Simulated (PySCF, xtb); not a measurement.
C2H8O2Si2, SMILES C1[Si@H](O)OC[SiH2]1. One conformer was computed; it need not be the lowest.

Harmonic wavenumbers (cm⁻¹) from GFN2-xTB (xtb) at its own minimum, in rising order: 43, 132, 148, 198, 276, 328, 437, 462, 537, 626, 637, 657, 678, 711, 734, 766, 767, 784, 788, 841, 923, 973, 1094, 1107, 1193, 1269, 1465, 1481, 2226, 2244, 2317, 2901, 2945, 2997, 3020, 3661.

Q: What does PBE0-D3(BJ)/def2-SVP in PySCF give at its own minimum? (The exact figures need the calculation; the answer reports its results.)

A: 46, 117, 170, 248, 312, 358, 428, 502, 553, 648, 665, 705, 711, 746, 766, 804, 838, 879, 899, 917, 949, 979, 1009, 1130, 1235, 1279, 1369, 1465, 2216, 2229, 2288, 3034, 3086, 3105, 3165, 3932. Paired by order, the mean absolute difference is 55 cm⁻¹ and the zero-point energies are 60.6 and 62.6 kcal/mol.
